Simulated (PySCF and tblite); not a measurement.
The numbers below are computed, except where a source is named.
System: C₅H₄OSe, numbered as in [O:1]=[CH:2][c:3]1[cH:4][cH:5][se:6][cH:7]1.

Level: PBE/pcSseg-1 + D3(BJ), IEF-PCM cyclohexane on GFN2-xTB stationary points, with GFN2-xTB thermal terms. Rate constants are transition-state-theory values, counting equivalent paths, without tunnelling. Run with tblite and PySCF.

Spin–orbit effects of heavy atoms on shieldings are missing.

Problem. Estimate the barrier and the room-temperature rate of the rotation about the C3–C2 bond (torsion C4–C3–C2–O1 from -180° to 0°, rising).

Solution. The electronic barrier is 10.0 kcal/mol and ΔG‡(298 K) 9.9 kcal/mol, over a C1 saddle with an imaginary mode of 153i cm⁻¹ (GFN2-xTB). With 2 equivalent paths, k is 6.9×10⁵ s⁻¹, a mean lifetime of the start of 1.5 µs against this motion. The end lies 0.9 kcal/mol below the start in free energy.
